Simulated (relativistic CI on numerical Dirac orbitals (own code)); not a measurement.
One change at a time: Bi XLII

Base calculation: Dirac-Coulomb-Breit CI, KLI orbitals optimised for each configuration, QED by a radiative potential, unscaled Slater integrals.

Configurations in the expansion (outside the closed core [Ar] 3d10): 4s2 4p6 4d6, 4s2 4p6 4d5 4f, 4s2 4p5 4d7, 4s 4p6 4d7, 4s2 4p5 4d6 4f, 4s 4p6 4d6 4f, 4s2 4p6 4d5 5s, 4s2 4p6 4d4 4f 5s, 4s2 4p6 4d5 5d, 4s 4p6 4d6 5s, 4s2 4p6 4d5 6s, 4p6 4d8, 4p5 4d9, 4p5 4d8 4f, 4s2 4p6 4d4 5s2, 4s2 4p6 4d3 4f 5s2, 4s2 4p5 4d4 4f 5s2, 4s 4p6 4d4 4f 5s2. Double excitations out of closed p, d and f shells are left out; levels of such configurations are missing from the list, as are those of other unlisted configurations, and high levels can miss mixing partners.

The lowest level and the first level of each name with at least 55 % of one term (blank where a level has no safe partner in the second run):

```tsv
Level	Base (cm⁻¹)	Shift (cm⁻¹)
4s2 4p6 4d6 3F_4	0	0
4s2 4p6 4d6 5D_3	231626	+119
4s2 4p6 4d6 3G_5	269651	+2680
4s2 4p6 4d6 3H_6	269927	+4133
4s2 4p6 4d6 3P_1	357499	-1739
4s2 4p6 4d6 3F_3	367196	-1290
4s2 4p6 4d6 5D_2	489861	-873
4s2 4p6 4d6 5D_0	504309	-4072
4s2 4p6 4d6 3H_5	530728	+2067
4s2 4p6 4d6 1I_6	544826	+3534
4s2 4p6 4d6 1D_2	715476	-4441
4s2 4p6 4d6 1S_0	786471	-8590
4s2 4p5 4d7 5G°_6	1837910	-21562
4s2 4p5 4d7 3P°_0	1876529	-20027
4s2 4p5 4d7 5G°_5	2093982	-10672
```

At this charge energies of transitions that change n are usually good to better than 1 %, and those within a shell (Δn = 0) to a few per cent.

Q: One thing was changed in a second run, which moved the levels as shown. Which?
A. QED terms removed
B. configuration mixing switched off
C. Breit term removed

A: B. Configuration mixing switched off. Without mixing, levels that were pushed by configurations of the same parity and J return to their single-configuration places.

LS names give the leading component of a level, which can be under half, so a name can repeat, a term be missing and a line seem to break the LS rules.
